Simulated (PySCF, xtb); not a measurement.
Mg(H)(iPr) (C₃H₈Mg), SMILES C[CH](C)[MgH].

Harmonic wavenumbers (cm⁻¹) from GFN2-xTB in xtb at its own minimum, in rising order: 96, 189, 194, 248, 268, 295, 388, 464, 924, 937, 941, 991, 1108, 1115, 1168, 1210, 1317, 1400, 1415, 1481, 1493, 1502, 1508, 2862, 2869, 2904, 2907, 2915, 2947, 2951.

### Question
What does PBE-D3(BJ)/def2-SVP run with PySCF give at its own minimum? (The exact figures need the calculation; the answer reports its results.)

### Answer
124, 166, 249, 267, 314, 347, 380, 478, 868, 880, 917, 951, 1072, 1118, 1145, 1275, 1332, 1347, 1400, 1416, 1424, 1431, 1543, 2901, 2902, 2929, 2979, 2980, 3020, 3020. Paired by order, the mean absolute difference is 42 cm⁻¹ and the zero-point energies are 58.6 and 58.9 kcal/mol.
